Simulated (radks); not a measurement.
The numbers below are computed, except where a source is named.
Excited configurations of Au: one electron is placed in a higher orbital outside [Xe] 4f14 5d10. The ground configuration is [Xe] 4f14 5d10 6s1. Code: a radial shooting solver on a logarithmic mesh with Libxc functionals. Model: Dirac Kohn-Sham, BLYP, spin-unpolarised, spherical densities, point nucleus; open shells fill j = l - 1/2 first. Excitation = E - E(ground); binding = E(ion) - E, where the ion is the core of charge +1; n* = 1/sqrt(2 binding) in atomic units, and the quantum defect is n - n*.

outer orbital  excitation (eV)  binding (eV)     n*  quantum defect  eigenvalue (eV)
6p1/2                    4.766         4.718  1.698           4.302           -2.052
7s1/2                    6.960         2.524  2.322           4.678           -1.395
7p1/2                    7.651         1.833  2.724           4.276           -0.965

The Delta-SCF ionisation energy is 9.484 eV (NIST Atomic Spectra Database: 9.226 eV, measured). Self-interaction in the functional shifts the binding energies and quantum defects, so they are the method's values and not measured ones. Spin polarisation and multiplet splitting are left out, so open shells lie too high by an amount that depends on their filling.

Beside tabulated values, note that spin-unpolarised runs miss the spin-polarisation part of the exchange energy of open shells.
